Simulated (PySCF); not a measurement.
PySCF input file for C3H9BFN, SMILES CCNB(C)F, PBE-D3(BJ)/def2-SVP. Geometry: PBE-D3(BJ)/def2-SVP. This is a generated structure with no PubChem entry under its InChIKey; it may be hypothetical. One conformer was computed; it need not be the lowest.

```python
import numpy as np
from pyscf import gto, scf, dft, df
from pyscf.hessian import thermo

mol = gto.M(
    atom='''
    C    -2.45183184    0.64920627    0.19846091
    C    -1.40793770   -0.00626940   -0.70875531
    N    -0.32621880   -0.64045741    0.02307820
    B     1.02032058   -0.24005419    0.14614536
    C     1.68735114    1.00616875   -0.55366464
    F     1.80000128   -1.01855250    0.94740715
    H    -2.91411708   -0.09399959    0.88142693
    H    -3.26643959    1.10934496   -0.39732851
    H    -1.98805215    1.43786275    0.82492111
    H    -1.90629852   -0.75096569   -1.37065448
    H    -0.96827616    0.75405142   -1.38495803
    H    -0.61070662   -1.46158661    0.56599173
    H     2.11900320    1.68052659    0.21623453
    H     2.54180212    0.67389570   -1.18073000
    H     1.00951237    1.60668194   -1.19008781
    ''',
    basis='def2-SVP',
    charge=0,
    spin=0,
    max_memory=1600,
    verbose=3,
)
mf = dft.RKS(mol, xc='pbe').density_fit(auxbasis='def2-universal-jkfit')
mf.disp = 'd3bj'
mf.grids.level = 3
mf.conv_tol = 1e-11
mf.max_cycle = 100
mf.kernel()

# [left out here: the lines that compute and print the analytic Hessian (its translational invariance restored by hand, since the grid's response is missing), thermochemistry and intensities]
```

Log of the run:

```
[...]
       6   H                 0.10 -0.24 -0.15   -0.21  0.21  0.06    0.19 -0.13 -0.00
       7   H                 0.16 -0.13 -0.30   -0.11  0.13  0.33    0.06 -0.03 -0.20
       8   H                 0.26  0.01 -0.14   -0.32  0.11  0.05    0.20 -0.10 -0.02
       9   H                 0.35 -0.16 -0.09    0.08 -0.06  0.02   -0.35  0.12  0.11
      10   H                 0.33 -0.24 -0.06    0.12 -0.05  0.02   -0.25  0.25  0.09
      11   H                 0.02  0.01  0.00    0.22 -0.01  0.06    0.26 -0.01  0.09
      12   H                -0.06 -0.07  0.11   -0.18 -0.02  0.16   -0.18  0.01  0.13
      13   H                -0.03 -0.14  0.01   -0.10 -0.21 -0.08   -0.12 -0.15 -0.12
      14   H                -0.08 -0.04  0.00   -0.06 -0.01  0.00   -0.00  0.00 -0.02
Mode                                24                  25                  26
Irrep
Freq [cm^-1]                     1387.5508           1388.5738           1412.7603
Reduced mass [au]                   1.1277              1.0472              1.0432
Force const [Dyne/A]                1.2792              1.1896              1.2267
Char temp [K]                    1996.3766           1997.8485           2032.6476
Normal mode                   x     y     z       x     y     z       x     y     z
       0   C                 0.01  0.00  0.00   -0.00  0.00 -0.00    0.02  0.04 -0.01
       1   C                -0.03 -0.00 -0.01    0.00 -0.00  0.00    0.01  0.02  0.00
       2   N                 0.03 -0.00  0.01   -0.00  0.00  0.00    0.01  0.00  0.00
       3   B                 0.02  0.05 -0.03    0.00 -0.02 -0.02   -0.02 -0.01  0.00
       4   C                 0.02 -0.05  0.04    0.01 -0.03 -0.05    0.00  0.01 -0.00
       5   F                 0.00 -0.01  0.01   -0.00  0.00  0.00    0.00  0.00 -0.00
       6   H                -0.07 -0.00 -0.05    0.02  0.01  0.02   -0.41  0.25 -0.04
       7   H                -0.05 -0.07  0.01    0.00 -0.01 -0.02   -0.34 -0.58  0.01
       8   H                 0.06 -0.01 -0.02    0.00 -0.02  0.02    0.35 -0.31  0.16
       9   H                -0.04 -0.05  0.07    0.01  0.00 -0.01   -0.02  0.06 -0.02
      10   H                 0.14 -0.00  0.10   -0.03  0.01 -0.01   -0.01 -0.05 -0.10
      11   H                -0.25  0.03 -0.10    0.02  0.00  0.01    0.06 -0.01  0.02
      12   H                -0.49  0.26  0.05   -0.16  0.34 -0.26    0.04 -0.03  0.00
      13   H                -0.33 -0.13 -0.38    0.19 -0.30  0.35    0.02  0.01  0.02
      14   H                 0.32  0.25 -0.02   -0.19  0.38  0.56   -0.03 -0.03 -0.00
Mode                                27                  28                  29
Irrep
Freq [cm^-1]                     1414.9972           1434.2809           1519.9536
Reduced mass [au]                   1.0422              1.0928              3.2976
Force const [Dyne/A]                1.2295              1.3245              4.4886
Char temp [K]                    2035.8659           2063.6108           2186.8748
Normal mode                   x     y     z       x     y     z       x     y     z
       0   C                -0.01  0.00 -0.03    0.01 -0.00  0.03    0.01 -0.00  0.01
       1   C                -0.01  0.00  0.04    0.04 -0.02  0.07    0.04  0.01 -0.00
       2   N                 0.00 -0.00  0.01   -0.00  0.01  0.00   -0.16 -0.02 -0.03
       3   B                 0.00 -0.01  0.01   -0.01 -0.01  0.00    0.17  0.02  0.04
       4   C                 0.01 -0.00  0.01    0.01 -0.00  0.00   -0.02 -0.01  0.01
       5   F                -0.00  0.00 -0.00    0.00  0.00  0.00   -0.01  0.01 -0.01
       6   H                 0.27  0.18  0.36   -0.17 -0.21 -0.33   -0.04  0.02 -0.00
       7   H                 0.14  0.01 -0.22   -0.10  0.07  0.21   -0.01 -0.03 -0.00
       8   H                -0.13 -0.23  0.37    0.09  0.24 -0.35    0.01  0.00  0.01
       9   H                 0.15  0.23 -0.36    0.03  0.33 -0.35    0.12 -0.13  0.09
      10   H                -0.18 -0.22 -0.35   -0.30 -0.18 -0.34   -0.10  0.08 -0.02
      11   H                 0.03 -0.00  0.02    0.03 -0.00  0.01    0.34 -0.08  0.16
      12   H                -0.10  0.04  0.03   -0.07  0.04  0.01   -0.10  0.02  0.03
      13   H                -0.08 -0.02 -0.10   -0.04 -0.02 -0.05   -0.07 -0.05 -0.06
      14   H                 0.09  0.04 -0.04    0.05  0.04 -0.00    0.10  0.08 -0.02
Mode                                30                  31                  32
Irrep
Freq [cm^-1]                     2948.6618           2967.1340           2974.6536
Reduced mass [au]                   1.0710              1.0368              1.0401
Force const [Dyne/A]                5.4864              5.3781              5.4225
Char temp [K]                    4242.4678           4269.0452           4279.8643
Normal mode                   x     y     z       x     y     z       x     y     z
       0   C                -0.00 -0.00 -0.00    0.04 -0.02 -0.03   -0.00  0.00  0.00
       1   C                 0.02  0.04  0.06   -0.00 -0.00  0.00   -0.00 -0.00 -0.00
       2   N                 0.00 -0.00  0.00    0.00  0.00  0.00   -0.00  0.00 -0.00
       3   B                -0.00 -0.00  0.00   -0.00 -0.00 -0.00   -0.00 -0.00  0.00
       4   C                 0.00  0.00 -0.00    0.00  0.00  0.00    0.03  0.04 -0.02
       5   F                 0.00 -0.00  0.00    0.00 -0.00  0.00   -0.00  0.00 -0.00
       6   H                 0.00  0.01 -0.01   -0.25 -0.42  0.37    0.00  0.00 -0.00
       7   H                 0.02 -0.01  0.02   -0.39  0.23 -0.30    0.00 -0.00  0.00
       8   H                 0.02  0.04  0.03    0.23  0.38  0.29   -0.00 -0.00 -0.00
       9   H                -0.41 -0.63 -0.53    0.01  0.00  0.01    0.01  0.01  0.01
      10   H                 0.11  0.20 -0.16    0.01  0.01 -0.01    0.00  0.00 -0.00
      11   H                 0.00 -0.00 -0.00    0.00 -0.00  0.00    0.00 -0.00  0.00
      12   H                -0.00 -0.00 -0.01   -0.00 -0.00 -0.00   -0.23 -0.37 -0.43
      13   H                -0.01  0.00  0.00   -0.00  0.00  0.00   -0.46  0.19  0.34
      14   H                 0.01 -0.01  0.01    0.00 -0.00  0.00    0.30 -0.24  0.27
Mode                                33                  34                  35
Irrep
Freq [cm^-1]                     3031.7785           3050.5225           3058.3879
Reduced mass [au]                   1.0952              1.0978              1.1024
Force const [Dyne/A]                5.9310              6.0189              6.0753
Char temp [K]                    4362.0542           4389.0227           4400.3392
Normal mode                   x     y     z       x     y     z       x     y     z
       0   C                 0.01  0.03 -0.01    0.00  0.00  0.00   -0.00 -0.07  0.04
       1   C                -0.04 -0.06  0.03    0.00  0.00 -0.00   -0.01 -0.03  0.01
       2   N                 0.00  0.00 -0.00   -0.00 -0.00 -0.00    0.00  0.00 -0.00
       3   B                -0.00 -0.00 -0.00    0.00 -0.00 -0.00   -0.00 -0.00 -0.00
       4   C                -0.00  0.00 -0.00    0.02 -0.05 -0.07   -0.00  0.00 -0.00
       5   F                 0.00  0.00  0.00   -0.00  0.00  0.00    0.00 -0.00  0.00
       6   H                -0.11 -0.19  0.17   -0.00 -0.00  0.00    0.28  0.45 -0.41
       7   H                 0.11 -0.05  0.08   -0.00  0.00 -0.00   -0.38  0.20 -0.27
       8   H                -0.09 -0.14 -0.12   -0.00 -0.01 -0.00    0.11  0.17  0.15
       9   H                 0.10  0.15  0.14   -0.00 -0.00 -0.00    0.04  0.07  0.06
      10   H                 0.34  0.58 -0.51   -0.00 -0.00  0.00    0.14  0.24 -0.21
      11   H                -0.01 -0.01  0.01    0.00 -0.00 -0.00   -0.01 -0.00  0.00
      12   H                 0.01  0.01  0.01    0.27  0.41  0.46    0.01  0.01  0.01
      13   H                 0.01 -0.00 -0.01   -0.52  0.19  0.37    0.01 -0.00 -0.01
      14   H                 0.01 -0.01  0.01    0.01 -0.01 -0.01    0.02 -0.01  0.02
Mode                                36                  37                  38
Irrep
Freq [cm^-1]                     3067.9051           3080.5212           3493.7458
Reduced mass [au]                   1.1042              1.1010              1.0745
Force const [Dyne/A]                6.1235              6.1560              7.7277
Char temp [K]                    4414.0323           4432.1842           5026.7223
Normal mode                   x     y     z       x     y     z       x     y     z
       0   C                 0.06  0.03  0.05   -0.00 -0.00  0.00    0.00  0.00 -0.00
       1   C                 0.01  0.01  0.00   -0.00 -0.00  0.00   -0.00 -0.00  0.00
       2   N                -0.00 -0.00 -0.00   -0.00 -0.00  0.00   -0.02 -0.06  0.04
       3   B                -0.00  0.00 -0.00    0.00  0.00  0.00    0.00 -0.00  0.00
       4   C                 0.00  0.00  0.00    0.07 -0.03  0.04    0.00  0.00 -0.00
       5   F                 0.00 -0.00  0.00   -0.00  0.00 -0.00    0.00  0.00 -0.00
       6   H                -0.04 -0.07  0.08    0.01  0.01 -0.01    0.00 -0.00  0.00
       7   H                -0.42  0.25 -0.31   -0.01  0.00 -0.01   -0.00  0.00 -0.00
       8   H                -0.31 -0.52 -0.40    0.00  0.00  0.00   -0.00 -0.00 -0.00
       9   H                -0.04 -0.06 -0.06    0.00  0.00  0.00    0.00  0.00  0.00
      10   H                -0.04 -0.06  0.05    0.01  0.03 -0.02    0.01  0.01 -0.01
      11   H                 0.00  0.00  0.00   -0.00 -0.00  0.00    0.28  0.77 -0.50
      12   H                -0.00 -0.00 -0.00   -0.11 -0.20 -0.21   -0.00 -0.00  0.00
      13   H                 0.00 -0.00 -0.00   -0.24  0.09  0.19   -0.00 -0.00  0.00
      14   H                -0.00  0.00 -0.00   -0.51  0.45 -0.48    0.00  0.00 -0.00
temperature 298.1500 [K]
pressure 101325.00 [Pa]
Rotational constants [GHz] 6.11343 1.86940 1.59022
Symmetry number 1
Zero-point energy (ZPE) 0.12393 [Eh]   325385.104 [J/mol]
                           tot       elec      trans        rot        vib
Entropy [J/mol/K]       366.150      0.000    164.716    114.106     87.328
Cv [J/mol/K]            115.296      0.000     12.472     12.472     90.352
Cp [J/mol/K]            123.610      0.000     20.786     12.472     90.352
Internal energy [J/mol]                      3718.434   3718.434 338987.639
Internal energy [Eh]   -298.57955  -298.71150
Enthalpy [J/mol]                             6197.391   3718.434 338987.639
Enthalpy [Eh]          -298.57861
Gibbs free energy [J/mol]                  -42912.549 -30302.358 312950.868
Gibbs free energy [Eh] -298.62019
mode   freq/cm-1   IR/(km/mol)
   1       45.97         0.138
   2       90.98         0.558
   3      120.45         0.269
   4      203.12         0.070
   5      277.56         0.085
   6      346.52         2.867
   7      412.41         1.174
   8      438.16         3.885
   9      473.92        10.282
  10      647.84        93.861
  11      709.51         2.077
  12      781.04         4.238
  13      830.77         2.608
  14      863.81        16.477
  15      906.34         9.913
  16     1047.01         6.811
  17     1078.58         5.487
  18     1137.01         4.511
  19     1214.05        45.375
  20     1238.80         6.292
  21     1279.08       120.412
  22     1324.63        23.101
  23     1345.69        87.812
  24     1355.47        57.448
  25     1387.55        29.855
  26     1388.57         2.287
  27     1412.76        14.851
  28     1415.00         0.753
  29     1434.28         2.884
  30     1519.95       310.373
  31     2948.66        48.188
  32     2967.13        19.136
  33     2974.65         1.795
  34     3031.78         4.402
  35     3050.52         5.305
  36     3058.39        27.484
  37     3067.91        22.950
  38     3080.52        16.828
  39     3493.75        12.464
max |gradient| / (hartree/bohr): 0.0003916208858272363
APT charges: [ 0.0092  0.399  -0.7075  1.0901 -0.2656 -0.5996 -0.014  -0.0194 -0.006
 -0.0747 -0.0187  0.1528  0.0216  0.021   0.0117]
```

Self-consistency was reached.
